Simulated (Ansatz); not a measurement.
A nudged elastic band was laid between two geometries of C$_{2}$H$_{9}$NSi$_{2}$ (14 atoms, charge 0, multiplicity 1).

Level of theory: RKS CAM-B3LYP-D4/6-31G* in Ansatz.

```json
{
 "movable images": "5",
 "climbing image": "yes",
 "spring": "5.0 eV/Å²",
 "optimiser": "quadratic models (default)",
 "start path": "through a guess of the saddle point",
 "force threshold": "0.5 eV/Å",
 "iteration limit": "56",
 "end points": "relaxed"
}
```

First end point:

```xyz
14
Properties=species:S:1:pos:R:3
C -1.266 1.242 0.229
Si 0.193 0.088 0.218
N 1.204 0.284 1.587
C 0.010 -1.629 -0.378
Si 0.907 -0.994 -2.017
H -0.951 2.286 0.314
H -1.919 1.015 1.077
H -1.840 1.137 -0.695
H 1.804 -0.475 1.879
H 1.592 1.183 1.839
H -1.017 -1.966 -0.517
H 0.589 -2.382 0.159
H 1.037 0.540 -1.079
H -0.357 -0.358 -2.588
```

Last end point:

```xyz
14
Properties=species:S:1:pos:R:3
C -1.256 1.114 0.227
Si -0.241 -0.375 0.771
N 0.924 -0.060 2.017
C 0.662 -1.104 -0.669
Si 0.630 -0.558 -2.280
H -0.631 1.900 -0.209
H -1.778 1.549 1.086
H -2.016 0.839 -0.513
H 1.749 0.485 1.807
H 0.616 0.096 2.968
H -1.184 -1.358 1.374
H 1.289 -1.969 -0.453
H 1.389 -1.195 -3.378
H -0.165 0.606 -2.721
```

What changes between the two ends?

Bonds broken: Si2–H13, C4–H11. Bonds formed: Si2–H11.

Give the energies along the band, and the barrier.

It converged. The highest image is number 4 of 0 to 6, 122.7 kJ/mol above the first end and 112.5 kJ/mol above the last; the last end lies 10.3 kJ/mol above the first. The threshold of 0.5 eV/Å is loose, so the images may lie well off the minimum-energy path. The profile has 2 maxima (images 1, 4) with wells between them (image 3): this band takes more than one step, which may be the mechanism or a detour left from its start path. The order of the stationary point at the top wasn't checked. The orbitals stay closed-shell, which can raise the energy where a bond breaks towards radicals; this wasn't checked here.

```csv
image,path coordinate (Å),energy (kJ/mol),Si2–H13 (Å),C4–H11 (Å),Si2–H11 (Å)
0,0.00,0.0,1.61,1.09,2.49
1,2.41,52.8,1.62,1.10,2.31
2,4.82,41.1,3.10,2.52,1.49
3,7.23,19.0,3.75,2.71,1.49
4,9.63,122.7,4.21,2.75,1.49
5,12.01,20.3,4.55,2.71,1.49
6,14.38,10.3,4.53,2.77,1.49
```

What is the geometry of the highest image?


```xyz
14
Properties=species:S:1:pos:R:3
C -1.750 1.079 0.621
Si -0.538 -0.346 0.686
N 0.882 0.172 1.582
C 0.172 -0.980 -0.912
Si 1.134 -0.480 -2.236
H -1.358 1.923 0.043
H -1.909 1.423 1.649
H -2.721 0.804 0.200
H 1.389 -0.586 2.025
H 1.517 0.758 1.047
H -1.093 -1.472 1.483
H 0.904 -1.649 -0.449
H 2.621 -0.547 -2.096
H 0.736 -0.127 -3.614
```

The run took 6.3 min on 2 threads of Arm Neoverse V2, with other jobs on the host, peak memory 0.3 GiB.
